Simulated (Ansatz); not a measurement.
Job for Ansatz (a first-principles code): U-r2SCAN/def2-TZVPP on InSn, 2S+1 = 4, a spin state set in the input, which need not be the lowest, a point of a bond scan (R = 2.847 Å). Elements past Kr take the def2 small-core potentials; no spin–orbit coupling.

Ansatz 0.2 input:
```yaml
crystal:
  periodic: [false, false, false]
  atoms:
    - {symbol: In, position_ang: [0.00000000, 0.00000000, 0.00000000]}
    - {symbol: Sn, position_ang: [0.00000000, 0.00000000, 2.84721200]}
basis:
  gaussian:
    orbitals: def2-TZVPP
    pivot_positions_ang: [[0.00000000, 0.00000000, 0.00000000], [0.00000000, 0.00000000, 2.84721200]]
hamiltonian:
  xc: {name: r2SCAN}
magnetization: {spin_polarized: true, initial_magnetization: 3}
output: {forces: true, orbitals: {seedname: ./end}}
```

### Question
What total energy does the run end on?

### Answer
-404.5927 hartree.

### Question
How many basis functions does it have, and what does it roughly cost on one machine?

### Answer
100 functions; very roughly 7 core-seconds.
